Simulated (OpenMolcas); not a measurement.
# Mn IV: effect of the active space

| Quantity | Value |
| --- | --- |
| Program | OpenMolcas 26.06 |
| Method | SS-CASPT2 or its RAS form, IPEA 0.25 Eh, imaginary shift 0.1 Eh |
| Basis | ANO-RCC-VQZP |
| Scalar Hamiltonian | DKH2, point nucleus |
| Spin-orbit coupling | state interaction with AMFI integrals over the reference wave functions, term energies averaged over their components |

A. 4 electrons in 5 orbitals (3d); 2S+1 = 5 even, 5 roots; 2S+1 = 3 even, 45 roots; 2S+1 = 1 even, 50 roots; closed shells correlated: 3s 3p; CASPT2 step about 40 core-seconds
B. 10 electrons in 8 orbitals (RAS1 3p, at most 2 holes; RAS2 3d); 2S+1 = 5 even, 5 roots; 2S+1 = 3 even, 45 roots; 2S+1 = 1 even, 44 roots; closed shells correlated: 3s; CASPT2 step of the order of 100 core-seconds
C. 4 electrons in 10 orbitals (3d 4d); 2S+1 = 5 even, 5 roots; 2S+1 = 3 even, 45 roots; 2S+1 = 1 even, 44 roots; closed shells correlated: 3s 3p; CASPT2 step about 13 core-minutes

Energies in cm⁻¹ above 3d⁴ ⁵D₀, the measured ground level; measured values from Corliss and Sugar, J. Phys. Chem. Ref. Data 6, 1253 (1977).

```json
{"Level": "3d⁴ ⁵D₀", "A": "0.0", "B": "0.0", "C": "0.0", "Measured": "0.0"}
{"Level": "3d⁴ ⁵D₁", "A": "101", "B": "104", "C": "102", "Measured": "99.0"}
{"Level": "3d⁴ ⁵D₂", "A": "297", "B": "306", "C": "301", "Measured": "287"}
{"Level": "3d⁴ ⁵D₃", "A": "579", "B": "598", "C": "589", "Measured": "552"}
{"Level": "3d⁴ ⁵D₄", "A": "939", "B": "969", "C": "957", "Measured": "886"}
{"Level": "3d⁴ ³P₀(1)", "A": "20570", "B": "20950", "C": "20920", "Measured": "20654"}
{"Level": "3d⁴ ³P₁(1)", "A": "21170", "B": "21580", "C": "21530", "Measured": "21279"}
{"Level": "3d⁴ ³H₄", "A": "21250", "B": "21260", "C": "21450", "Measured": "21281"}
{"Level": "3d⁴ ³H₅", "A": "21460", "B": "21480", "C": "21680", "Measured": "21475"}
{"Level": "3d⁴ ³H₆", "A": "21700", "B": "21720", "C": "21940", "Measured": "21679"}
{"Level": "3d⁴ ³P₂(1)", "A": "22220", "B": "22670", "C": "22600", "Measured": "22325"}
{"Level": "3d⁴ ³F₂(1)", "A": "22790", "B": "23180", "C": "23090", "Measured": "22791"}
{"Level": "3d⁴ ³F₃(1)", "A": "22860", "B": "23270", "C": "23180", "Measured": "22862"}
{"Level": "3d⁴ ³F₄(1)", "A": "22980", "B": "23400", "C": "23310", "Measured": "22959"}
{"Level": "3d⁴ ³G₃", "A": "25650", "B": "25890", "C": "25840", "Measured": "25440"}
{"Level": "3d⁴ ³G₄", "A": "25900", "B": "26160", "C": "26110", "Measured": "25671"}
{"Level": "3d⁴ ³G₅", "A": "26130", "B": "26380", "C": "26360", "Measured": "25878"}
{"Level": "3d⁴ ¹G₄(1)", "A": "31680", "B": "31930", "C": "32040", "Measured": ""}
{"Level": "3d⁴ ³D₃", "A": "31840", "B": "32360", "C": "32070", "Measured": "31385"}
{"Level": "3d⁴ ³D₂", "A": "31920", "B": "32450", "C": "32150", "Measured": "31474"}
{"Level": "3d⁴ ³D₁", "A": "32010", "B": "32540", "C": "32220", "Measured": "31581"}
{"Level": "3d⁴ ¹I₆", "A": "32130", "B": "31980", "C": "32580", "Measured": ""}
{"Level": "3d⁴ ¹F₃", "A": "45770", "B": "46050", "C": "46190", "Measured": ""}
{"Level": "3d⁴ ³P₂(2)", "A": "54150", "B": "54380", "C": "54330", "Measured": ""}
```

Deviations, from unrounded energies. A percentage is the sum of absolute deviations over the sum of measured energies, with the sign that they share, or ± where signs differ.

```csv
Against measurement,Levels,A,B,C
mean absolute deviation (cm-1),19,130,360,310
fine structure of the ground term (%),4,+5.0,+8.4,+6.9
other terms of the ground configuration (%),15,±0.7,±1.8,+1.6
```

A lies closest to measurement on these levels and B furthest from it. The largest miss of A in the table is 3d⁴ ³D₃, by +450 cm-1. The ranking rests on the paired levels alone, and a cruder setting can come out closer through cancelling errors.

The spin-orbit steps hold different terms of 3d⁴ (B lacks a ¹D, a ¹S; C lacks a ¹D, a ¹S), which shifts levels as well.

Among A to C the level of the table that moves most is 3d⁴ ¹I₆, by 600 cm-1 (lowest in B, highest in C). Moves below CASPT2's spread within the term are not significant.

Term energies are means over components that CASPT2 splits; among the terms shown or strongly mixed into the levels shown the widest spread is 310 cm-1 (3d⁴ ¹I, A). The CASPT2 spread within a term exceeds the gap to the next term for 3d⁴ ³D and 3d⁴ ¹I, so the order of their levels is uncertain (figures for A; the like holds for B, C). Active for correlation alone: 3p; no level in the range computed is led by a configuration that opens it, so any true level of that kind is missing (holds for B). Active for correlation alone: 4d; no level in the range computed is led by a configuration that fills it, so any true level of that kind is missing (holds for C). Computed and measured levels are paired by configuration, term and J; levels that our copy of the source lacks, or whose pairing is in doubt (as where it misses far off the trend of its configuration), stay unpaired and out of the deviations. Levels of configurations outside the active space are missing. Levels that lie high or do not pair safely by name in every column are left out.

A number in round brackets counts repeated terms of one configuration in the order of the reference energies.
